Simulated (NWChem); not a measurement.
SiNH₃OF₂; SMILES F[Si](N)(O)F

```xyz
8

N      0.4613    -1.6101     0.1410
Si     0.0165     0.0184     0.0792
O      1.3830     0.9180    -0.0236
F     -0.8682     0.3409     1.3741
F     -0.9303     0.4527    -1.1474
H      1.2324    -1.9742    -0.4000
H     -0.1426    -2.3283     0.5142
H      1.2890     1.7720    -0.4680
```
Atoms are numbered in this order, from 1.

Results from NWChem. Pople sets run with spherical d functions. Geometry: optimised at B3LYP/6-31G* (spherical d). Atomic charges in e: unrestrained fits to the electrostatic potential beside Mulliken populations; buried atoms are poorly determined by the fit.

For level B3LYP/def2-SVP:

```
Property      Value
------------  -----
ESP N1        -0.96
Mulliken N1   -0.36
ESP Si2        1.31
Mulliken Si2   0.95
Mulliken O3   -0.39
Mulliken F4   -0.33
Mulliken F5   -0.34
```

Problem. How do the values read with level Hartree-Fock/6-31G* instead?

Solution. 
| Item | Result |
|---|---|
| ESP N1 | -1.14 |
| Mulliken N1 | -1.07 |
| ESP Si2 | 1.53 |
| Mulliken Si2 | 1.72 |
| Mulliken O3 | -0.88 |
| Mulliken F4 | -0.53 |
| Mulliken F5 | -0.53 |
